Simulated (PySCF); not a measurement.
How methods differ on the ionisation energy of Al²⁺

Al²⁺ [Ne] 3s1 (2S) → Al³⁺ [Ne] (1S), as a difference of total energies. Computed with PySCF 2.14 in def2-QZVPPD, with the non-relativistic Hamiltonian (point nucleus). Correlated levels: valence and next inner shell: 1s2 frozen. The calculations carry no spin-orbit coupling.

```
                                method  ionisation energy (eV)  error (eV)
                                   UHF                  28.040      -0.408
                                   LDA                  28.825      +0.377
                                   PBE                  28.823      +0.375
                                  PBE0                  28.685      +0.237
                                r2SCAN                  28.387      -0.061
                                 B3LYP                  29.022      +0.574
                               wB97X-V                  28.449      +0.001
                                 wB97X                  27.888      -0.560
                             BHandHLYP                  28.814      +0.366
    MP2 (valence and next inner shell)                  28.326      -0.122
SCS-MP2 (valence and next inner shell)                  28.267      -0.181
```

Reference: 28.448 eV (measured; NIST Atomic Spectra Database, ionization energies).

Errors of the correlated levels include the incompleteness of this basis and the frozen core.
